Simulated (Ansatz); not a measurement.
CH9NSi3 can be A, `N[Si@@H]1[SiH2][C@H]1[SiH3]`, or B, `N[SiH]1C[SiH2][SiH2]1`.

Gas-phase electronic energies from Ansatz, PBE0-D4/def2-TZVP geometries. CCSD(T)/CBS adds triple-zeta CCSD(T) − MP2 to the extrapolated MP2 energy (def2 sets, frozen cores). DFT in def2-TZVPP. B3LYP here is the variant with VWN-RPA as its local correlation; programs differ in this. Each species was taken in one conformer, which may not be the lowest.

Q: Which is lower in electronic energy at CCSD(T)/CBS, and by how much? (Best estimate.)

A: Ansatz gave: B, by 19.1 kcal/mol.

Q: Give E(B) − E(A) in kcal/mol with HF/def2-TZVPP, CCSD/def2-TZVPP, B2PLYP, ωB97M-V, MP2/def2-TZVPP, CCSD(T)/def2-TZVPP, B3LYP-D4. (An estimate is asked.)

A: Ansatz gave: HF/def2-TZVPP -17.6, CCSD/def2-TZVPP -19.1, B2PLYP -18.5, ωB97M-V -18.5, MP2/def2-TZVPP -17.8, CCSD(T)/def2-TZVPP -19.2, B3LYP-D4 -19.1. None reverses the order clearly.

Largest T1 diagnostic: 0.013.
